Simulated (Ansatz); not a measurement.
Basis-set extrapolation for AlFH₄SSi, SMILES `[F][Al]([SiH3])[SH]` (PBE0-D4/def2-TZVP geometry, frozen core, the Gaussian-basis code of Ansatz). Multiplicity 1, RHF reference.

|  | def2-TZVPP | def2-QZVPP |
| --- | --- | --- |
| HF | -1030.352237 | -1030.384444 |
| MP2 correlation | -0.627746 | -0.683687 |
| CCSD(T) correlation | -0.699223 | not run |

Energies in hartree. Use E(X) = E(∞) + A·exp(−7.88·√X) for Hartree–Fock and E(X) = E(∞) + B·X^(−2.97) for correlation, with X = 3 and 4, and add CCSD(T) minus MP2 of the smaller set to the MP2 limit.

**Question.** What is the CCSD(T) energy at the basis-set limit?

**Answer.** HF limit: -1030.384444 + (-0.032207) × 0.13774 = -1030.38888. MP2 limit: -0.683687 + (-0.055941) × 0.74074 = -0.72512. Higher-order term: -0.699223 − (-0.627746) = -0.07148. Total: -1031.18548 hartree, 351.9 kJ/mol below CCSD(T)/def2-TZVPP.
